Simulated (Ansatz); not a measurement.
Relaxation of ClH$_{6}$InO$_{2}$Si (11 atoms, charge 0, multiplicity 1), to a largest force component of 0.03 eV/Å in at most 50 steps.

Theory: RKS B3LYP-D4/def2-SVP (Ansatz).

```xyz
11
Properties=species:S:1:pos:R:3
In -0.057 -0.430 0.043
O -0.078 -0.531 2.037
H -0.963 -0.696 2.400
Cl 2.038 -0.142 -0.958
O -1.637 -0.518 -1.180
H -2.463 -0.698 -0.704
Si 0.691 3.001 1.304
H 2.016 3.236 1.943
H 0.795 3.192 -0.171
H -0.319 3.956 1.849
H 0.251 1.625 1.612
```

Q: Where does it end, and by what steps?

A: The forces met the threshold. After 10 steps the energy has fallen by 0.182 eV; O2 moved furthest, 0.87 Å.

```json
{"step": "0", "energy less start (eV)": "0.0000", "largest force component (eV/Å)": "0.472", "accepted": "yes"}
{"step": "1", "energy less start (eV)": "-0.0665", "largest force component (eV/Å)": "0.414", "accepted": "yes"}
{"step": "2", "energy less start (eV)": "-0.0925", "largest force component (eV/Å)": "0.327", "accepted": "yes"}
{"step": "3", "energy less start (eV)": "-0.1246", "largest force component (eV/Å)": "0.445", "accepted": "yes"}
{"step": "4", "energy less start (eV)": "-0.1477", "largest force component (eV/Å)": "0.593", "accepted": "yes"}
{"step": "5", "energy less start (eV)": "-0.1638", "largest force component (eV/Å)": "0.482", "accepted": "yes"}
{"step": "6", "energy less start (eV)": "-0.1728", "largest force component (eV/Å)": "0.079", "accepted": "yes"}
{"step": "7", "energy less start (eV)": "-0.1732", "largest force component (eV/Å)": "0.076", "accepted": "yes"}
{"step": "8", "energy less start (eV)": "-0.1739", "largest force component (eV/Å)": "0.430", "accepted": "yes"}
{"step": "9", "energy less start (eV)": "-0.1817", "largest force component (eV/Å)": "0.043", "accepted": "yes"}
{"step": "10", "energy less start (eV)": "-0.1824", "largest force component (eV/Å)": "0.006", "accepted": "yes"}
```

```xyz
11
Properties=species:S:1:pos:R:3
In -0.012 -0.361 0.359
O -0.100 -1.399 2.071
H -0.989 -1.390 2.454
Cl 2.147 0.110 -0.453
O -1.516 0.099 -0.883
H -2.329 -0.378 -0.663
Si 0.636 3.086 1.041
H 2.007 3.091 1.609
H 0.643 3.191 -0.438
H -0.197 4.162 1.646
H -0.018 1.784 1.433
```

Whether the end is a true minimum wasn't checked by a vibrational analysis.

Run time: 29 s on 4 threads of Arm Neoverse V1, on a shared host, peak memory 0.33 GiB.
